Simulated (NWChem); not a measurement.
System: AlH2SF; SMILES [F][AlH][SH]

Here is an NWChem input.

```
start job
memory heap 200 mb stack 900 mb global 1100 mb
geometry units angstroms noautosym nocenter noautoz
  Al    -0.503661    -0.595614     0.000000
  F      0.611587    -1.828840     0.000000
  H     -2.039469    -0.936919     0.000000
  S      0.285226     1.428684     0.000000
  H     -0.954608     1.970439     0.000000
end
basis spherical
  * library 6-31g*
end
dft
  xc hfexch
  iterations 150
  mulliken
end
task dft energy
esp
  recalculate
  probe 0.07
  range 0.3
  factor 1.0
  spacing 0.02
end
task esp
```

NWChem printed, in part:

```
             Northwest Computational Chemistry Package (NWChem) 7.3.0
             --------------------------------------------------------

                             Geometry "geometry" -> ""
                             -------------------------

 Output coordinates in angstroms (scale by  1.889725989 to convert to a.u.)

  No.       Tag          Charge          X              Y              Z
 ---- ---------------- ---------- -------------- -------------- --------------
    1 Al                  13.0000    -0.50366100    -0.59561400     0.00000000
    2 F                    9.0000     0.61158700    -1.82884000     0.00000000
    3 H                    1.0000    -2.03946900    -0.93691900     0.00000000
    4 S                   16.0000     0.28522600     1.42868400     0.00000000
    5 H                    1.0000    -0.95460800     1.97043900     0.00000000

 Effective nuclear repulsion energy (a.u.)     130.0307918166

  xc_inp: hfexch multiplicative factor not found.

                                 NWChem DFT Module
                                 -----------------

 Summary of "ao basis" -> "ao basis" (spherical)
 ------------------------------------------------------------------------------
       Tag                 Description            Shells   Functions and Types
 ---------------- ------------------------------  ------  ---------------------
 Al                          6-31g*                  8       18   4s3p1d
 F                           6-31g*                  6       14   3s2p1d
 H                           6-31g*                  2        2   2s
 S                           6-31g*                  8       18   4s3p1d

            General Information
            -------------------
          SCF calculation type: DFT
          Wavefunction type:  closed shell.
          No. of atoms     :     5
          No. of electrons :    40
           Alpha electrons :    20
            Beta electrons :    20
          Charge           :     0
          Spin multiplicity:     1
          Use of symmetry is: off; symmetry adaption is: off
          Maximum number of iterations: 150
          AO basis - number of functions:    54
                     number of shells:    26
          Convergence on energy requested:  1.00D-06
          Convergence on density requested:  1.00D-05
          Convergence on gradient requested:  5.00D-04

              XC Information
              --------------
                     Hartree-Fock (Exact) Exchange  1.000

      Superposition of Atomic Density Guess
      -------------------------------------

 Sum of atomic energies:        -739.68312876

      Non-variational initial energy
      ------------------------------

 Total energy =    -740.031675
 1-e energy   =   -1285.009482
 2-e energy   =     414.947015
 HOMO         =      -0.344533
 LUMO         =       0.016194

     ---------------------------------------------
      Total Density - Mulliken Population Analysis
     ---------------------------------------------

    Atom       Charge   Shell Charges
 -----------   ------   -------------------------------------------------------
    1 Al  13    11.87   2.00  2.00  5.97  0.74  0.67  0.23  0.11  0.14
    2 F    9     9.74   2.00  0.95  3.53  1.02  2.23  0.01
    3 H    1     1.08   0.45  0.64
    4 S   16    16.58   2.00  2.00  5.98  1.33  3.17  0.53  1.56  0.02
    5 H    1     0.73   0.39  0.34

   convergence    iter        energy       DeltaE   RMS-Dens  Diis-err
 ---------------- ----- ----------------- --------- --------- ---------
 d= 0,ls=0.0,diis     1   -740.0624555000 -8.70D+02  1.19D-02  4.98D-01
 d= 0,ls=0.0,diis     2   -740.1141077083 -5.17D-02  3.53D-03  1.90D-01
 d= 0,ls=0.0,diis     3   -740.1296349422 -1.55D-02  1.22D-03  2.49D-03
 d= 0,ls=0.0,diis     4   -740.1303273329 -6.92D-04  3.66D-04  1.64D-04
 d= 0,ls=0.0,diis     5   -740.1303766693 -4.93D-05  9.20D-05  8.70D-06
  Resetting Diis
 d= 0,ls=0.0,diis     6   -740.1303795346 -2.87D-06  2.42D-05  4.94D-07
 d= 0,ls=0.0,diis     7   -740.1303797265 -1.92D-07  5.60D-06  3.55D-08

         Total DFT energy =     -740.130379726512
      One electron energy =    -1287.145923047821
           Coulomb energy =      471.101014667300
    Exchange-Corr. energy =      -54.116263162631
 Nuclear repulsion energy =      130.030791816640

[...]

                     NWChem Electrostatic Potential Fit Module
                     -----------------------------------------

 Atom parameters

 Number of atoms is                                    5
 Number of basis functions is                         54

 Grid parameters

 Maximum number of grid points is                  28961
 Number of grid points is                          28960
 Grid range                                     0.300000 nm
 Grid spacing                                   0.020000 nm
 Probe radius                                   0.070000 nm
 Atom radius factor                             1.000000

 Atomic radii

    1    0.100000
    9    0.128000
   13    0.195000
   16    0.174000
 FASTESP  F
  using M.O. file = ./job.movecs

    Atom              Coordinates                           Charge

                                                  ESP

    1 Al   -0.050366   -0.059561    0.000000    1.010487
    2 F     0.061159   -0.182884    0.000000   -0.439082
    3 H    -0.203947   -0.093692    0.000000   -0.277806
    4 S     0.028523    0.142868    0.000000   -0.443493
    5 H    -0.095461    0.197044    0.000000    0.149895
                                            ------------
                                               -0.000000

 Dipole moment                                  0.937356

 Quadrupole moment Qxx                         -3.602453
                   Qyy                         -6.764302
                   Qzz                         10.366755

 RMS deviation kJ/mol                           0.102479

 RRMS %                                        30.590326
```

Level: Hartree-Fock/6-31G* (spherical d). Geometry: optimised at PBE0/def2-SVP.
